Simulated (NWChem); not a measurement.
Molecule: C$_{4}$H$_{7}$O, doublet; SMILES C[CH]C(C)=O

```xyz
12

C      0.0307    -2.0392    -0.0001
C      0.6610    -0.7036     0.0002
C     -0.1277     0.5113     0.0000
C      0.6121     1.8303     0.0000
O     -1.3547     0.4676     0.0001
H     -1.0632    -1.9399     0.0002
H      0.3417    -2.6283     0.8810
H      0.3413    -2.6276    -0.8819
H      1.7538    -0.6224     0.0005
H      1.2636     1.9139    -0.8844
H     -0.1136     2.6530    -0.0050
H      1.2575     1.9179     0.8883
```
Atoms are numbered in this order, from 1.

All runs: NWChem. Spin-unrestricted. Geometry: optimised at PBE0/def2-SVP, spin-unrestricted. No stability test was run on the SCF state.

**Question.** What does the run give for CAM-B3LYP/3-21G? Quantities: highest occupied level (eV); lowest empty minus highest occupied level, either spin (eV); dipole (D).

**Answer.** 
```
Property                                                     Result
-----------------------------------------------------------  ------
highest occupied level (eV)                                   -7.75
lowest empty minus highest occupied level, either spin (eV)    6.58
dipole (D)                                                     2.70
```
